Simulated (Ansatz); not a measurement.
Start from `C[Si](F)(F)I` and change one atom or group to get `C[SiH](F)F`.

Ansatz, PBE0-D4/def2-TZVP geometries, multiplicity 1. 

Elements past krypton have def2 core potentials.

```csv
property,`C[Si](F)(F)I`
LUMO energy (PBE/def2-TZVPP) / eV,-1.03
size of the dipole moment (ωB97M-V/def2-TZVPP) / D,2.15
size of the dipole moment (B3LYP/def2-TZVPP) / D,2.15
LUMO energy (B3LYP/def2-TZVPP) / eV,-0.40
HOMO–LUMO gap (PBE0/def2-TZVPP) / eV,7.93
HOMO–LUMO gap (PBE/def2-TZVPP) / eV,5.86
```

**Question.** Give the same properties after the change, and the shifts. (Best estimate.)

**Answer.** The calculation gave: 
| property | `C[SiH](F)F` | shift |
| --- | --- | --- |
| LUMO energy (PBE/def2-TZVPP) / eV | 0.14 | 1.17 |
| size of the dipole moment (ωB97M-V/def2-TZVPP) / D | 2.10 | -0.05 |
| size of the dipole moment (B3LYP/def2-TZVPP) / D | 2.12 | -0.03 |
| LUMO energy (B3LYP/def2-TZVPP) / eV | 0.78 | 1.18 |
| HOMO–LUMO gap (PBE0/def2-TZVPP) / eV | 10.42 | 2.49 |
| HOMO–LUMO gap (PBE/def2-TZVPP) / eV | 8.05 | 2.19 |

With PBE0 the HOMO falls by 1.31 eV and the LUMO rises by 1.18 eV, so the gap widens by about 2.49 eV. PBE moves the HOMO by -1.02 eV and ωB97M-V by -1.44 eV. Dipoles are sizes alone; their direction can turn.

B3LYP here is the variant with VWN-RPA as its local correlation; programs differ in this.

Spin–orbit coupling is left out; it splits and shifts lone-pair levels of the heavy atoms by tenths of an eV.
